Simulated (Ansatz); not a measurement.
# How methods differ on CuCl (cuprous chloride)

CuCl has 2 atoms, charge 0, and is taken as a singlet. SMILES: `[Cl][Cu]`. Geometry: relaxed at PBE0-D4/def2-TZVP.

| atom | x (Å) | y (Å) | z (Å) |
| --- | --- | --- | --- |
| Cl | 0.8983 | -0.3452 | 0.4464 |
| Cu | -0.8688 | 0.2850 | -0.4424 |

Each level gives the energy change with the Cl1–Cu2 bond stretched from 2.076 to 5.190 Å (eV). The values are calculated.

```tsv
level	kind	program	value (eV)	CPU time (all runs)
HF/STO-3G (restricted)	Hartree–Fock	Ansatz	6.95	1.5 s
BHLYP/STO-3G (restricted)	global hybrid	Ansatz	6.68	29 s
CAM-B3LYP/STO-3G (restricted)	range-separated hybrid	Ansatz	6.88	48 s
B2PLYP/STO-3G (restricted)	double hybrid	Ansatz	5.57	50 s
MP2/STO-3G (restricted)	perturbation theory	Ansatz	5.74	3.5 s
```

The first shape isn't each level's own minimum. The values span 5.57 to 6.95 eV. All rows use very small basis sets, so none should be taken for the real molecule's value. In so small a basis fixed costs decide the times, and correlated methods can beat functionals. Times are those of the runs behind each value, whatever else they computed, on shared processors of several kinds: orders of magnitude only.
